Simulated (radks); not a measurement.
Results of a calculation; reference values are marked as such.
The cerium ion Ce35+, 23 electrons, occupied as [Ne] 3s1.5 3p6 3d5 4s0.5 (fractional occupations, a model configuration). Level of theory: Dirac Kohn-Sham, BLYP, spin-unpolarised, spherical densities, point nucleus; open shells fill j = l - 1/2 first (a radial shooting solver on a logarithmic mesh with Libxc functionals). Some entries of the table are withheld. Estimate them.

| orbital | occ. | eigenvalue (hartree) | <r^2> (bohr^2) |
|---|---|---|---|
| 1s1/2 | 2 | (1) | 0.0008204 |
| 2s1/2 | 2 | -297.3799 | 0.01284 |
| 2p1/2 | 2 | -284.6643 | 0.009402 |
| 2p3/2 | 4 | -268.0664 | 0.01063 |
| 3s1/2 | 1.5 | -104.0787 | (2) |
| 3p1/2 | 2 | (3) | 0.07348 |
| 3p3/2 | 4 | (4) | 0.07933 |
| 3d3/2 | 4 | -87.07141 | 0.06149 |
| 3d5/2 | 1 | -86.21903 | 0.06305 |
| 4s1/2 | 0.5 | -51.72542 | (5) |
| 4p1/2 | 0 | -49.59762 | (6) |
| 4p3/2 | 0 | -48.30826 | (7) |
| 4d3/2 | 0 | -45.01107 | 0.2964 |
| 4d5/2 | 0 | -44.71492 | 0.3010 |
| 4f5/2 | 0 | (8) | 0.2426 |
| 4f7/2 | 0 | (9) | 0.2443 |
| 5s1/2 | 0 | -31.24238 | 0.8283 |

Answer. 
(1) 1s1/2 eigenvalue (hartree): -1541.256
(2) 3s1/2 <r^2> (bohr^2): 0.07950
(3) 3p1/2 eigenvalue (hartree): -99.00471
(4) 3p3/2 eigenvalue (hartree): -95.26681
(5) 4s1/2 <r^2> (bohr^2): 0.3010
(6) 4p1/2 <r^2> (bohr^2): 0.2980
(7) 4p3/2 <r^2> (bohr^2): 0.3146
(8) 4f5/2 eigenvalue (hartree): -41.39439
(9) 4f7/2 eigenvalue (hartree): -41.30369
